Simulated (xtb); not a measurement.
F$_{2}$Ge, charge +1, quartet, at a GFN2-xTB geometry of the parent state (a state made from the parent by changing its charge; the spin is typed, not shown lowest); GFN0-xTB in xtb 6.7.1.

Input for xtb:
```
$ xtb mol.xyz --gfn 0 --chrg 1 --uhf 3 --json

# file mol.xyz
3

Ge     0.01078596    -0.00766682     0.33769324
F      0.83389596     1.52835128    -0.59320123
F     -0.87224604    -1.50109147    -0.60748585
```

Output, abridged:

```
   ID    Z sym.   atoms
    1   32 Ge     1
    2    9 F      2, 3

           -------------------------------------------------
          |                Calculation Setup                |
           -------------------------------------------------

           -------------------------------------------------
          |                 G F N 0 - x T B                 |
           -------------------------------------------------

          ...................................................
          :                      SETUP                      :
          :.................................................:
          :  # basis functions                  18          :
          :  # atomic orbitals                  17          :
          :  # shells                            7          :
          :  # electrons                        17          :
          :  electronic temp.          300.0000000     K    :
          :  accuracy                    1.0000000          :
          :  -> integral cutoff          0.2500000E+02      :
          :  -> integral neglect         0.1000000E-07      :
          ...................................................

         :::::::::::::::::::::::::::::::::::::::::::::::::::::
         ::                     SUMMARY                     ::
         :::::::::::::::::::::::::::::::::::::::::::::::::::::
         :: total energy              -7.723835035323 Eh    ::
         :: gradient norm              0.003137022304 Eh/a0 ::
         :: HOMO-LUMO gap              1.380947233449 eV    ::
         ::.................................................::
         :: H0 energy                 -9.085031527477 Eh    ::
         :: repulsion energy           0.001708032250 Eh    ::
         :: electrostat energy         1.359779331335 Eh    ::
         :: -> Gsolv                   0.000000000000 Eh    ::
         ::    -> Gsasa                0.000000000000 Eh    ::
         ::    -> Gshift               0.000000000000 Eh    ::
         :: dispersion energy         -0.000290871430 Eh    ::
         :: short-range corr.          0.000000000000 Eh    ::
         :: add. restraining           0.000000000000 Eh    ::
         :: total charge               1.000000000000 e     ::
         :::::::::::::::::::::::::::::::::::::::::::::::::::::

           -------------------------------------------------
          |                Property Printout                |
[...]
         6        1.9507           -0.4472023             -12.1690
         7        1.6415           -0.4449431             -12.1075
         8        1.4406           -0.4441635             -12.0863
         9        1.0000           -0.4224519             -11.4955
        10        1.0000           -0.2970571              -8.0833 (HOMO)
        11                         -0.2463083              -6.7024 (LUMO)
        12                         -0.1890420              -5.1441
        13                         -0.0075428              -0.2053
        14                         -0.0011211              -0.0305
        15                          0.0178371               0.4854
        16                          0.3196155               8.6972
        17                          0.4193256              11.4104
      -------------------------------------------------------------
                  HL-Gap            0.0507489 Eh            1.3809 eV
             Fermi-level            0.0000000 Eh            0.0000 eV

     #   Z          covCN         q      C6AA      α(0)
     1  32 Ge       1.346     1.013   270.506    34.355
     2   9 F        0.673    -0.006     9.481     3.549
     3   9 F        0.673    -0.006     9.481     3.549

 Mol. C6AA /au·bohr⁶  :        483.696833
 Mol. C8AA /au·bohr⁸  :      32521.065680
 Mol. α(0) /au        :         41.452518

Wiberg/Mayer (AO) data.
largest (>0.10) Wiberg bond orders for each atom

 ---------------------------------------------------------------------------
     #   Z sym  total        # sym  WBO       # sym  WBO       # sym  WBO
 ---------------------------------------------------------------------------
     1  32 Ge   1.661 --     2 F    0.830     3 F    0.830
     2   9 F    1.271 --     1 Ge   0.830     3 F    0.441
     3   9 F    1.271 --     1 Ge   0.830     2 F    0.441
 ---------------------------------------------------------------------------

Topologies differ in total number of bonds
Writing topology from bond orders to xtbtopo.mol

 dipole moment from electron density (au)
     X       Y       Z
  -0.0191   0.0136  -0.5980  total (Debye):    1.521

           -------------------------------------------------
          | TOTAL ENERGY               -7.723835035323 Eh   |
          | GRADIENT NORM               0.003137022304 Eh/α |
          | HOMO-LUMO GAP               1.380947233449 eV   |
           -------------------------------------------------

normal termination of xtb
```
